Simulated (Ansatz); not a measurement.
Ideal-gas functions of `N#C[Si](F)(F)C#N` at 400 K and 1 bar, from an Ansatz frequency run at PBE0-D4/def2-TZVP.

Molar mass 118.12 g/mol, point group C2v (symmetry number 2), electronic degeneracy 1, moments of inertia 189.031, 280.694, 344.694 u Å². Harmonic wavenumbers (cm⁻¹, unscaled): 92, 138, 142, 207, 294, 345, 371, 414, 424, 571, 717, 939, 1028, 2353, 2354.

Use S(trans) = R[1.5 ln M + 2.5 ln T − 1.1517]; rotational temperatures θ = 24.2544 K / I; S(rot) = R[ln(√π/σ · √(T³/θAθBθC)) + 1.5]; for each mode x = 1.438777 ν̃/T, S = R[x/(eˣ − 1) − ln(1 − e⁻ˣ)] and H = RT x/(eˣ − 1); 1 cm⁻¹ = 0.0119627 kJ/mol; R = 8.31446 J/(mol·K).

Question: By hand: the entropy, in J/(mol·K).

Answer: Translation 174.5. Rotation: θ = 0.1283, 0.0864, 0.0704 K, giving 115.9. Vibration, mode by mode: 17.55, 14.22, 13.99, 10.96, 8.23, 7.03, 6.51, 5.73, 5.57, 3.65, 2.42, 1.28, 0.99, 0.02, 0.02, in all 98.2. Electronic 0.0. Sum 388.6 J/(mol·K).

Question: By hand: H − E and G − E in kJ/mol, counted from the electronic energy.

Answer: Zero-point energy ½ × 10389 × 0.0119627 = 62.1; thermal vibration 20.6; translation, rotation and pV give 4 RT = 13.3. H − E = 96.0 kJ/mol, and G − E = 96.0 − 400 × 388.6/1000 = -59.4 kJ/mol.

Vibration gives 25 % of the entropy, 45.8 J/(mol·K) of it from the modes under 150 cm⁻¹: soft modes count most, and the harmonic formula is weakest for them.
